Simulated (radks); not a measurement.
Problem. Er17+, 51 electrons, occupied as [Kr] 4d10 4f5 (the NIST ground configuration). Method: Dirac Kohn-Sham, BLYP, spin-unpolarised, spherical densities, finite nucleus; open shells fill j = l - 1/2 first; Fermi nuclear charge, rms radius 5.2516 fm; computed with a radial shooting solver on a logarithmic mesh with Libxc functionals.

Spin-orbit splittings of the eigenvalues, e(l+1/2) - e(l-1/2), with zeta = 2 splitting/(2l+1) and mean radii in bohr:

| shell | occ. | splitting (eV) | zeta (eV) | <r> j=l-1/2 | <r> j=l+1/2 |
|---|---|---|---|---|---|
| 2p | 6 | 917.1 | 611.4 | 0.07147 | 0.07875 |
| 3p | 6 | 192.8 | 128.6 | 0.2145 | 0.2281 |
| 3d | 10 | 42.11 | 16.85 | 0.2011 | 0.2053 |
| 4p | 6 | 46.40 | 30.94 | 0.5032 | 0.5305 |
| 4d | 10 | 8.944 | 3.577 | 0.5436 | 0.5522 |
| 4f | 5 | ? | ? | 0.5720 | 0.5759 |

Estimate the 4f splitting.

Solution. 1.796 eV (zeta = 0.5131 eV).
